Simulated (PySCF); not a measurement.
How methods differ on the excitation energy of Be

Be [He] 2s2 (1S) → Be [He] 2s1 3s1, s spin flipped, as a difference of total energies. Calculation: PySCF 2.14, in aug-cc-pVQZ with one added diffuse shell each of s, p, d, f, g type (7s6p5d4f3g, 105 functions); no relativity, point nucleus. Correlated levels: valence: 1s2 frozen. The calculations carry no spin-orbit coupling.

| method | excitation energy (eV) |
| --- | --- |
| UHF | 0.000 |
| LDA | 0.000 |
| PBE | 0.000 |
| PBE0 | 0.000 |
| r2SCAN | 0.000 |
| M06-2X | 0.000 |
| BLYP | 0.000 |
| LC-wPBE | 0.000 |
| B97-3 | 0.000 |
| MP2 (valence) | 0.000 |
| SCS-MP2 (valence) | 0.000 |

The upper determinant mixes two multiplicities, so it lies between the two terms.

The promoted electron is Rydberg-like, and one or two diffuse shells describe it only roughly, which tends to raise the upper state.
